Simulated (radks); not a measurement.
Question: The mean radii <r> (bohr) of the occupied orbitals of an atom or ion are listed with their occupations. All-electron calculation, scalar-relativistic Kohn-Sham, PBE, spin-polarised, spherical densities, point nucleus. Program: a radial shooting solver on a logarithmic mesh with Libxc functionals.

orbital  occ.      <r>
1s up       1  0.03917
1s down     1  0.03917
2s up       1   0.1710
2s down     1   0.1709
2p up       3   0.1489
2p down     3   0.1489
3s up       1   0.4356
3s down     1   0.4360
3p up       3   0.4266
3p down     2   0.4270

Name the element and its charge. Open shells, if any, are filled with parallel spins first.

Answer: Z = 38, strontium, charge +21: Sr21+ in [Ne] 3s2 3p5. The 1s radius gives Z: for a bare nucleus <r> = (2 gamma + 1)/(2Z) with gamma = sqrt(1 - (Z/c)^2), 0.03844 bohr for Z = 38, and screening makes it slightly larger (0.03917 here). The occupations add up to 17, and the charge is Z minus that.
